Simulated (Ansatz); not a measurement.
Gas-phase electronic energies from Ansatz, PBE0-D4/def2-TZVP geometries. CCSD(T)/CBS adds triple-zeta CCSD(T) − MP2 to the extrapolated MP2 energy (def2 sets, frozen cores). DFT in def2-TZVPP. B3LYP here is the variant with VWN-RPA as its local correlation; programs differ in this. Elements past krypton have def2 core potentials. For Se, Sn outer-core shells are correlated without core-valence functions, which leaves a few kJ/mol of doubt a bond. Scalar relativity is left out up to krypton. Each species was taken in one conformer, which may not be the lowest.

Consider the redistribution: `C[O][SnH2][SeH]` + `SC[SiH2]S` → `SC[SiH2][SeH]` + `C[O][SnH2][SH]`.

`C[O][SnH2][SeH]`:

```xyz
10

C     0.965   -1.298   -0.326
O     0.668   -0.156   -1.088
Sn   -0.336    1.321   -0.275
Se   -2.504    0.415    0.655
H     1.617   -1.074    0.530
H     0.060   -1.792    0.054
H     1.491   -2.009   -0.969
H    -0.642    2.360   -1.581
H     0.597    1.953    1.007
H    -1.917    0.279    1.994
```

`SC[SiH2]S`:

Cartesian coordinates in Å:
```
S 1.400 -1.093 -1.049
C -0.368 -0.773 -0.814
Si -0.665 0.777 0.201
S 0.337 0.717 2.090
H 1.703 -1.223 0.254
H -0.867 -1.651 -0.398
H -0.771 -0.612 -1.819
H -0.207 1.953 -0.579
H -2.106 0.902 0.544
H 1.543 1.002 1.570
```

`SC[SiH2][SeH]`:

Cartesian coordinates in Å:
```
S 0.401 0.691 1.878
C 0.893 0.075 0.251
Si -0.548 -0.773 -0.606
Se -2.451 0.474 -0.595
H 1.640 0.878 2.365
H 1.679 -0.678 0.352
H 1.271 0.885 -0.377
H -0.123 -1.091 -1.995
H -0.920 -2.015 0.114
H -1.842 1.552 -1.386
```

`C[O][SnH2][SH]`:

Z-matrix (Å, degrees):
```
C
O 1 1.404
H 1 1.094 2 108.3
H 1 1.099 2 112.4 3 -118.8
H 1 1.100 2 112.9 3 118.9
Sn 2 1.966 1 119.3 3 -168.5
S 6 2.383 2 105.6 1 159.6
H 6 1.710 2 105.6 1 39.7
H 6 1.704 2 109.8 1 -84.8
H 7 1.344 6 93.2 2 -67.0
```

```json
{"level": "PBE-D4", "ΔE (kcal/mol)": "6.7", "difference from CCSD(T)/CBS": "0.3"}
{"level": "r2SCAN-D4", "ΔE (kcal/mol)": "6.7", "difference from CCSD(T)/CBS": "0.3"}
{"level": "PBE0-D4", "ΔE (kcal/mol)": "6.5", "difference from CCSD(T)/CBS": "0.1"}
{"level": "B3LYP-D4", "ΔE (kcal/mol)": "6.6", "difference from CCSD(T)/CBS": "0.2"}
{"level": "ωB97X-V", "ΔE (kcal/mol)": "6.1", "difference from CCSD(T)/CBS": "-0.3"}
{"level": "ωB97M-V", "ΔE (kcal/mol)": "6.3", "difference from CCSD(T)/CBS": "-0.1"}
{"level": "B2PLYP", "ΔE (kcal/mol)": "6.2", "difference from CCSD(T)/CBS": "-0.2"}
{"level": "PBE", "ΔE (kcal/mol)": "6.4", "difference from CCSD(T)/CBS": "0.0"}
{"level": "r2SCAN", "ΔE (kcal/mol)": "6.6", "difference from CCSD(T)/CBS": "0.2"}
{"level": "PBE0", "ΔE (kcal/mol)": "6.2", "difference from CCSD(T)/CBS": "-0.2"}
{"level": "B3LYP", "ΔE (kcal/mol)": "6.1", "difference from CCSD(T)/CBS": "-0.3"}
{"level": "HF/def2-TZVPP", "ΔE (kcal/mol)": "5.4", "difference from CCSD(T)/CBS": "-1.0"}
{"level": "MP2/def2-TZVPP", "ΔE (kcal/mol)": "6.0", "difference from CCSD(T)/CBS": "-0.4"}
{"level": "SCS-MP2/def2-TZVPP", "ΔE (kcal/mol)": "5.7", "difference from CCSD(T)/CBS": "-0.7"}
{"level": "CCSD/def2-TZVPP", "ΔE (kcal/mol)": "5.6", "difference from CCSD(T)/CBS": "-0.8"}
{"level": "CCSD(T)/def2-TZVPP", "ΔE (kcal/mol)": "5.8", "difference from CCSD(T)/CBS": "-0.6"}
{"level": "HF/def2-QZVPP", "ΔE (kcal/mol)": "5.3", "difference from CCSD(T)/CBS": "-1.1"}
{"level": "MP2/def2-QZVPP", "ΔE (kcal/mol)": "6.3", "difference from CCSD(T)/CBS": "-0.1"}
{"level": "SCS-MP2/def2-QZVPP", "ΔE (kcal/mol)": "5.9", "difference from CCSD(T)/CBS": "-0.5"}
{"level": "HF/CBS(def2)", "ΔE (kcal/mol)": "5.3", "difference from CCSD(T)/CBS": "-1.1"}
{"level": "MP2/CBS(def2)", "ΔE (kcal/mol)": "6.5", "difference from CCSD(T)/CBS": "0.1"}
{"level": "CCSD/CBS(def2)", "ΔE (kcal/mol)": "6.2", "difference from CCSD(T)/CBS": "-0.2"}
{"level": "CCSD(T)/CBS", "ΔE (kcal/mol)": "6.4", "difference from CCSD(T)/CBS": "0"}
```

Largest T1 diagnostic among the species: 0.013.
